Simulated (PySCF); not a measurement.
Computed IR spectrum (relative IR intensity) of a molecule C4H9NSi. Geometry: r2SCAN-D4/def2-SVP. One conformer was computed; it need not be the lowest. Calculation: r2SCAN-D4/def2-SVP (PySCF). Frequencies are harmonic and unscaled.

Lines under 2 % of the strongest are left out, and lines within 2 cm⁻¹ are merged.

ν (cm⁻¹): 269 (w), 354 (w), 427 (s), 466 (w), 483 (w), 629 (vw), 699 (w), 717 (w), 769 (w), 794 (m), 840 (w), 876 (w), 901 (vs), 915 (s), 1241 (m), 1253 (w), 1429 (vw), 1546 (m), 2040 (s), 2165 (s), 3134 (vw), 3561 (w), 3657 (w) (against the strongest line: vs over 80 %, s over 45 %, m over 15 %, w over 4 %, vw less)

### Question
Which structure fits?
A) N[C@@H]1CC=C[SiH2]1
B) C=C1CCN[SiH2]1
C) C/N=C1\CC[SiH2]1
D) C=C=C[Si@@H](C)N

### Answer
D, C=C=C[Si@@H](C)N
